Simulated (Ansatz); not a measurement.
The cluster Ca2Te2 was relaxed with PBE-D4 (def2-SVP) in Ansatz in these states: neutral singlet, neutral triplet. The geometries follow in no particular order.

In the def2 sets Te takes a core potential; there is no spin–orbit coupling.

A:

```csv
atom,x (Å),y (Å),z (Å)
Ca1,1.724,-0.077,-0.065
Ca2,-1.725,0.077,0.065
Te3,0.064,2.150,-0.856
Te4,-0.064,-2.150,0.855
```

B:

```xyz
4

Ca    1.869    0.183    0.122
Ca   -1.237   -1.417    0.050
Te   -0.458    0.809    1.814
Te   -0.173    0.426   -1.986
```

Question: Judge from the bond lengths which geometry belongs to which state (an estimate).

Answer: A is the neutral singlet (Ca1–Te4 2.888 Å, Ca1–Te3 2.888 Å, Ca2–Te4 2.888 Å); B is the neutral triplet (Ca1–Te4 2.945 Å, Ca1–Te3 2.945 Å, Ca2–Te4 2.945 Å).

At PBE0-D4/def2-TZVP a singlet lies 1.79 eV below the neutral triplet. These are the stationary points nearest to one start from a short search; other shapes may lie lower in each state.
